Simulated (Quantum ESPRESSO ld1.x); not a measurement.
Results of a calculation; reference values are marked as such.
Q: The mean radii <r> (bohr) of the occupied orbitals of an atom or ion are listed with their occupations. Level of theory: Dirac Kohn-Sham, revPBE, spin-unpolarised, spherical densities, point nucleus (ld1.x of Quantum ESPRESSO 7.5).

| orbital | occ. | <r> |
|---|---|---|
| 1s1/2 | 2 | 0.03344 |
| 2s1/2 | 2 | 0.1442 |
| 2p1/2 | 2 | 0.1226 |
| 2p3/2 | 4 | 0.1273 |
| 3s1/2 | 2 | 0.3666 |
| 3p1/2 | 2 | 0.3534 |
| 3p3/2 | 4 | 0.3611 |
| 3d3/2 | 1 | 0.3210 |

Name the element and its charge. Open shells, if any, fill j = l - 1/2 first.

A: Z = 44, ruthenium, charge +25: Ru25+ in [Ar] 3d1. The 1s radius gives Z: for a bare nucleus <r> = (2 gamma + 1)/(2Z) with gamma = sqrt(1 - (Z/c)^2), 0.03289 bohr for Z = 44, and screening makes it slightly larger (0.03344 here). The occupations add up to 19, and the charge is Z minus that.
